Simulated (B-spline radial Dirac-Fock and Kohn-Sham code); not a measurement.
K-line shifts caused by a second vacancy in Ge⁴⁺

System: the Ge⁴⁺ ion, [Ar] 3d10.

Calculated with a radial B-spline solver, using relaxed Dirac-Fock hole states (ΔSCF) with Breit and QED corrections and a finite nucleus. Each two-hole energy is an average over J within one jj subconfiguration, not an observable level; in light atoms, where LS coupling holds, the j-resolved values are not observed lines, and for a K spectator the Kα1 hypersatellite is nearly forbidden. No correlation.

Lines without a spectator: Kα2 (K-L2) 9855.4 eV, Kα1 (K-L3) 9886.6 eV, Kβ3 (K-M2) 10977.2 eV, Kβ1 (K-M3) 10981.5 eV. Shifts in eV with one spectator hole (a dash: not computed, or left out as unreliable):

| spectator hole | Kα2 | Kα1 | Kβ3 | Kβ1 |
| --- | --- | --- | --- | --- |
| K (1s) | +342.7 | +346.8 | +429.2 | +429.9 |
| L2 (2p1/2) | +33.6 | +41.3 | – | +90.2 |
| L3 (2p3/2) | +37.1 | +35.9 | +85.8 | – |
| M2 (3p1/2) | – | +3.42 | +7.27 | +9.36 |
| M3 (3p3/2) | +3.01 | – | +8.65 | +8.14 |
| M4 (3d3/2) | +0.04 | -1.06 | – | – |
| M5 (3d5/2) | -1.18 | -0.45 | – | – |

With n spectator holes in 2p, averaged over the 2p shell (energies in eV):

```tsv
n	KαLⁿ	step	hypersatellite KαʰLⁿ
0	9876.2	–	10221.6
1	9913.7	+37.5	10260.3
2	9952.3	+38.6	10300.1
3	9991.9	+39.7	10341.0
4	10032.7	+40.8	10383.0
5	10074.6	+41.9	10426.1
```
